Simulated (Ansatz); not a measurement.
Consider the substitution at a C–C bond: `CC[O][InH][Cl]` + `CBCO` → `CBCOC` + `C[O][InH][Cl]`.

Isolated molecules relaxed with PBE0-D4/def2-TZVP in Ansatz; ΔE leaves out vibrations. CCSD(T)/CBS is the MP2 limit (def2-TZVPP, def2-QZVPP) plus CCSD(T) − MP2 in def2-TZVPP, frozen cores. Functionals use def2-TZVPP. B3LYP here is the variant with VWN-RPA as its local correlation; programs differ in this. def2 core potentials past Kr. For In outer-core shells are correlated without core-valence functions, which leaves a few kJ/mol of doubt a bond. Each species was taken in one conformer, which may not be the lowest.

Problem. Is it downhill or uphill in electronic energy at CCSD(T)/CBS, and by how much? (Best estimate.)

Solution. The calculation gave: Uphill: ΔE = +0.54 eV.

Problem. What do these levels give: r2SCAN-D4, PBE0-D4, B3LYP-D4, PBE, r2SCAN, PBE0, B3LYP, MP2/def2-TZVPP, CCSD/def2-TZVPP, CCSD(T)/def2-TZVPP, HF/CBS(def2), MP2/CBS(def2)? (Best estimate.)

Solution. Ansatz gave: r2SCAN-D4 0.50, PBE0-D4 0.51, B3LYP-D4 0.45, PBE 0.48, r2SCAN 0.49, PBE0 0.50, B3LYP 0.43, MP2/def2-TZVPP 0.54, CCSD/def2-TZVPP 0.50, CCSD(T)/def2-TZVPP 0.51, HF/CBS(def2) 0.39, MP2/CBS(def2) 0.57 eV.

Largest T1 diagnostic among the species: 0.016.

In def2-TZVPP, CCSD(T) changes the Hartree–Fock value by +0.11 eV (the triples alone add +0.01 eV) and MP2 by +0.15 eV.
